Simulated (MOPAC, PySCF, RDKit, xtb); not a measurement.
Pair of molecules: HCl (SMILES Cl) (first 2 atoms) with CH4O (SMILES CO); geometry from B3LYP-D3(BJ)/def2-TZVP, rigid monomers moved along the line of their centres of mass till H2···O4 is 2.47 Å.
(charge 0, multiplicity 1):
```xyz
8

Cl     0.66262    -0.26536     0.25138
H     -0.00026    -0.38572     1.37780
C     -0.03714     0.16369     4.60310
O     -0.96592    -0.36665     3.65132
H      0.23209     1.19668     4.36907
H      0.85523    -0.45514     4.54176
H     -0.44058     0.10770     5.61664
H     -1.77091     0.16259     3.66195
```

Monomers are frozen at their geometry in the pair; levels with a basis set take the counterpoise correction. Rows marked so take none. RDKit's UFF carries no charges.

Rows in 6-31G* carry no dispersion term and start afresh at each structure (6-31G* with six Cartesian d functions). The state reached by PM3 isn't checked.

Codes used: MOPAC for PM3 (differences of heats of formation); PySCF for 6-31G* rows; RDKit for the force fields; xtb for the GFN methods. 

Task: One of these levels gives -1.65 kcal/mol for the interaction energy. Which?
(A) BP86/6-31G* (no counterpoise)
(B) UFF
(C) PM3
(D) GFN2-xTB

Result: C, PM3. The others give 0.05 (UFF), -3.71 (GFN2-xTB), -5.21 (BP86/6-31G* (no counterpoise))
